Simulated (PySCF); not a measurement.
# Au²⁺ (gold, charge +2) across methods

[Xe] 4f14 5d9, 2D determinant. Calculation: PySCF 2.14, in aug-cc-pVTZ-PP with ECP60MDF (6s6p5d3f2g, 88 functions); scalar relativity through the core potential.

| method | E (hartree) | mean ε 5p β (eV) | mean ε 5d α (eV) | mean ε 5d β (eV) | Σ⟨r²⟩ (bohr²) | ⟨S²⟩ |
| --- | --- | --- | --- | --- | --- | --- |
| PBE | -134.6151 | -80.953 | -27.706 | -26.989 | 33.74 | 0.758 |
| BP86 | -134.7074 | -81.098 | -27.809 | -27.117 | 33.71 | 0.759 |
| PW91 | -134.6701 | -81.050 | -27.783 | -27.072 | 33.75 | 0.758 |
| PBE0 | -134.5918 | -84.652 | -29.513 | -28.724 | 33.54 | 0.759 |
| UHF | -133.80383 | -94.664 | -33.973 | -32.905 | 33.27 | 0.763 |
| r2SCAN | -134.6396 | -82.515 | -28.026 | -27.192 | 33.47 | 0.771 |
| LDA | -134.3444 | -81.021 | -27.910 | -27.198 | 33.95 | 0.754 |
| B97-3 | -134.6324 | -84.928 | -29.550 | -28.805 | 33.48 | 0.755 |

(1) Estimate the same row for TPSSh.

Energies and moments cover only the electrons outside the core potential. Spin-orbit coupling, absent here, splits the open shell strongly.

## Answers

(1) E (hartree) = -134.5562; mean ε 5p β (eV) = -82.716; mean ε 5d α (eV) = -28.350; mean ε 5d β (eV) = -27.606; Σ⟨r²⟩ (bohr²) = 33.60; ⟨S²⟩ = 0.760.
